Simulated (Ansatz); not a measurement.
Consider the ligand exchange at the Sn–C bond: `[AlH2]/[CH]=[CH]/[SnH3]` + `OBO` → `OB[O][SnH3]` + `C=[CH][AlH2]`.

Gas-phase electronic energies from Ansatz, PBE0-D4/def2-TZVP geometries. CBS: MP2 limit from def2 TZ/QZ plus the TZ coupled-cluster correction, frozen cores. This one scheme is used for every species. Functionals use def2-TZVPP. B3LYP here is the variant with VWN-RPA as its local correlation; programs differ in this. def2 core potentials past Kr. For Sn outer-core shells are correlated without core-valence functions, which leaves a few kJ/mol of doubt a bond. One conformer a species, not always the lowest.

`[AlH2]/[CH]=[CH]/[SnH3]`:

```xyz
11

Al   -1.453    1.785   -1.334
C    -0.891    0.294   -0.221
C     0.421    0.077   -0.058
Sn    1.252   -1.504    1.124
H    -0.288    2.652   -1.977
H    -2.982    2.129   -1.593
H    -1.592   -0.377    0.278
H     1.132    0.742   -0.552
H     0.734   -3.010    0.508
H     2.958   -1.431    1.089
H     0.708   -1.357    2.736
```

`OBO`:

```xyz
6

O     0.526    0.104   -0.953
B     0.103   -0.016    0.338
O    -1.221   -0.130    0.594
H     1.478    0.179   -1.033
H     0.865   -0.024    1.262
H    -1.751   -0.113   -0.209
```

`OB[O][SnH3]`:

Cartesian coordinates in Å:
```
O 0.190 -1.286 1.018
B -0.281 -0.047 1.385
O -0.385 0.909 0.452
Sn 0.128 0.571 -1.442
H 0.233 -1.910 1.744
H -0.595 0.172 2.525
H -0.876 -0.663 -2.045
H 1.781 0.175 -1.475
H -0.194 2.080 -2.161
```

`C=[CH][AlH2]`:

Cartesian coordinates in Å:
```
C 0.856 0.308 1.039
C 0.642 0.089 -0.262
Al -1.143 -0.342 -0.880
H 0.050 0.251 1.768
H 1.836 0.553 1.446
H 1.507 0.166 -0.921
H -1.464 -0.610 -2.412
H -2.284 -0.415 0.223
```

| level | ΔE (kJ/mol) |
| --- | --- |
| PBE-D4 | -43.7 |
| r2SCAN-D4 | -52.6 |
| PBE0-D4 | -44.0 |
| ωB97M-V | -51.4 |
| B3LYP | -53.6 |
| HF/CBS(def2) | -65.7 |
| MP2/CBS(def2) | -48.9 |
| CCSD/CBS(def2) | -53.1 |

Task: What does CCSD(T)/CBS give? (Best estimate.)

Result: The calculation gave: -51.6 kJ/mol. The listed levels differ from it by 7.9, -1.0, 7.6, 0.2, -2.0, -14.1, 2.7, -1.5 kJ/mol.

Largest T1 diagnostic among the species: 0.014.

In def2-TZVPP, CCSD(T) changes the Hartree–Fock value by +15.3 kJ/mol (the triples alone add +1.5 kJ/mol) and MP2 by +18.0 kJ/mol.
